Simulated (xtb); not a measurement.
Job for xtb: GFN2-xTB on GeSe, 2S+1 = 1, a spin state set in the input, which need not be the lowest, a point of a bond scan (R = 2.205 Å).

```
$ xtb mol.xyz --gfn 2 --sp --chrg 0 --uhf 0
2

Ge     0.00000000     0.00000000     0.00000000
Se     0.00000000     0.00000000     2.20454000
```

It printed:

```
[...]
           -------------------------------------------------
          |                Calculation Setup                |
           -------------------------------------------------



           -------------------------------------------------
          |                 G F N 2 - x T B                 |
           -------------------------------------------------

        Reference                      10.1021/acs.jctc.8b01176
      * Hamiltonian:
        H0-scaling (s, p, d)           1.850000    2.230000    2.230000
        zeta-weighting                 0.500000
      * Dispersion:
        s8                             2.700000
        a1                             0.520000
        a2                             5.000000
        s9                             5.000000
      * Repulsion:
        kExp                           1.500000    1.000000
        rExp                           1.000000
      * Coulomb:
        alpha                          2.000000
        third order                    shell-resolved
        anisotropic                    true
        a3                             3.000000
        a5                             4.000000
        cn-shift                       1.200000
        cn-exp                         4.000000
        max-rad                        5.000000


          ...................................................
          :                      SETUP                      :
          :.................................................:
          :  # basis functions                  20          :
          :  # atomic orbitals                  18          :
          :  # shells                            6          :
          :  # electrons                        10          :
          :  max. iterations                   250          :
          :  Hamiltonian                  GFN2-xTB          :
          :  restarted?                      false          :
          :  GBSA solvation                  false          :
          :  PC potential                    false          :
          :  electronic temp.          300.0000000     K    :
          :  accuracy                    1.0000000          :
          :  -> integral cutoff          0.2500000E+02      :
          :  -> integral neglect         0.1000000E-07      :
          :  -> SCF convergence          0.1000000E-05 Eh   :
          :  -> wf. convergence          0.1000000E-03 e    :
          :  Broyden damping             0.4000000          :
          :  net charge                          0          :
          :  unpaired electrons                  0          :
          ...................................................

 iter      E             dE          RMSdq      gap      omega  full diag
   1     -4.9457507 -0.494575E+01  0.320E+01    2.05       0.0  T
   2     -4.8730796  0.726711E-01  0.193E+01    4.44       1.0  T
   3     -5.1036427 -0.230563E+00  0.235E+01    2.19       1.0  T
   4     -4.9808534  0.122789E+00  0.169E+01    2.02       1.0  T
   5     -5.1471177 -0.166264E+00  0.745E+00    3.00       1.0  T
   6     -5.1517279 -0.461020E-02  0.688E+00    2.95       1.0  T
   7     -5.1677015 -0.159736E-01  0.377E+00    2.70       1.0  T
   8     -5.1700734 -0.237189E-02  0.141E+00    2.62       1.0  T
   9     -5.1705225 -0.449016E-03  0.793E-02    2.57       1.0  T
  10     -5.1705213  0.117207E-05  0.796E-02    2.57       1.0  T
  11     -5.1705223 -0.104815E-05  0.591E-02    2.57       1.2  T
  12     -5.1705232 -0.907750E-06  0.258E-02    2.57       2.7  T
  13     -5.1705234 -0.177100E-06  0.270E-03    2.57      26.2  T
  14     -5.1705234 -0.227755E-08  0.251E-04    2.57     282.2  T
  15     -5.1705234 -0.675016E-13  0.411E-05    2.57    1718.6  T

   *** convergence criteria satisfied after 15 iterations ***

         #    Occupation            Energy/Eh            Energy/eV
      -------------------------------------------------------------
         1        2.0000           -0.7218833             -19.6434
         2        2.0000           -0.6457223             -17.5710
         3        2.0000           -0.3958984             -10.7729
         4        2.0000           -0.3846428             -10.4667
         5        2.0000           -0.3846428             -10.4667 (HOMO)
         6                         -0.2901947              -7.8966 (LUMO)
         7                         -0.2901947              -7.8966
         8                         -0.1519958              -4.1360
         9                         -0.0701091              -1.9078
        10                         -0.0701091              -1.9078
       ...                                ...                  ...
        18                          1.1894608              32.3669
      -------------------------------------------------------------
                  HL-Gap            0.0944482 Eh            2.5701 eV
             Fermi-level           -0.3374188 Eh           -9.1816 eV

 SCC (total)                   0 d,  0 h,  0 min,  0.004 sec
 SCC setup                      ...        0 min,  0.000 sec (  3.389%)
 Dispersion                     ...        0 min,  0.000 sec (  1.077%)
 classical contributions        ...        0 min,  0.000 sec (  0.823%)
 integral evaluation            ...        0 min,  0.001 sec ( 15.489%)
 iterations                     ...        0 min,  0.003 sec ( 62.505%)
 molecular gradient             ...        0 min,  0.001 sec ( 12.910%)
 printout                       ...        0 min,  0.000 sec (  3.435%)

         :::::::::::::::::::::::::::::::::::::::::::::::::::::
         ::                     SUMMARY                     ::
         :::::::::::::::::::::::::::::::::::::::::::::::::::::
         :: total energy              -5.162316425545 Eh    ::
         :: gradient norm              0.029566522496 Eh/a0 ::
         :: HOMO-LUMO gap              2.570065633798 eV    ::
         ::.................................................::
         :: SCC energy                -5.170523418261 Eh    ::
         :: -> isotropic ES           -0.007783206111 Eh    ::
         :: -> anisotropic ES          0.003430891919 Eh    ::
         :: -> anisotropic XC         -0.000679131286 Eh    ::
         :: -> dispersion             -0.001023017589 Eh    ::
         :: repulsion energy           0.008206992716 Eh    ::
         :: add. restraining           0.000000000000 Eh    ::
         :: total charge              -0.000000000000 e     ::
         :::::::::::::::::::::::::::::::::::::::::::::::::::::

           -------------------------------------------------
          |                Property Printout                |
           -------------------------------------------------

    * Orbital Energies and Occupations

         #    Occupation            Energy/Eh            Energy/eV
      -------------------------------------------------------------
         1        2.0000           -0.7218833             -19.6434
         2        2.0000           -0.6457223             -17.5710
         3        2.0000           -0.3958984             -10.7729
         4        2.0000           -0.3846428             -10.4667
         5        2.0000           -0.3846428             -10.4667 (HOMO)
         6                         -0.2901947              -7.8966 (LUMO)
         7                         -0.2901947              -7.8966
         8                         -0.1519958              -4.1360
         9                         -0.0701091              -1.9078
        10                         -0.0701091              -1.9078
        11                          0.0080657               0.2195
        12                          0.0080657               0.2195
        13                          0.0386285               1.0511
Note: The following floating-point exceptions are signalling: IEEE_DENORMAL
normal termination of xtb
        14                          0.0386285               1.0511
        15                          0.1357732               3.6946
        16                          0.2519682               6.8564
       ...                                ...                  ...
        18                          1.1894608              32.3669
      -------------------------------------------------------------
                  HL-Gap            0.0944482 Eh            2.5701 eV
             Fermi-level           -0.3374188 Eh           -9.1816 eV

     #   Z          covCN         q      C6AA      α(0)
     1  32 Ge       0.899     0.321   278.769    35.711
     2  34 Se       0.899    -0.321   237.268    26.995

 Mol. C6AA /au·bohr⁶  :       1021.986709
 Mol. C8AA /au·bohr⁸  :      83515.386410
 Mol. α(0) /au        :         62.706222


Wiberg/Mayer (AO) data.
largest (>0.10) Wiberg bond orders for each atom

 ---------------------------------------------------------------------------
     #   Z sym  total        # sym  WBO       # sym  WBO       # sym  WBO
 ---------------------------------------------------------------------------
     1  32 Ge   2.396 --     2 Se   2.396
     2  34 Se   2.396 --     1 Ge   2.396
 ---------------------------------------------------------------------------

Topologies differ in total number of bonds
Writing topology from bond orders to xtbtopo.mol

molecular dipole:
                 x           y           z       tot (Debye)
 q only:        0.000       0.000      -1.336
   full:        0.000       0.000      -2.320       5.898
molecular quadrupole (traceless):
                xx          xy          yy          xz          yz          zz
 q only:        2.784       0.000       2.784       0.000       0.000      -5.567
  q+dip:        4.227       0.000       4.227       0.000      -0.000      -8.454
   full:        6.102       0.000       6.102       0.000      -0.000     -12.204


           -------------------------------------------------
          | TOTAL ENERGY               -5.162316425545 Eh   |
          | GRADIENT NORM               0.029566522496 Eh/α |
          | HOMO-LUMO GAP               2.570065633798 eV   |
           -------------------------------------------------

------------------------------------------------------------------------
------------------------------------------------------------------------
 total:
 SCF:
```

The run finished.

Cost: roughly 0.07 core-seconds.
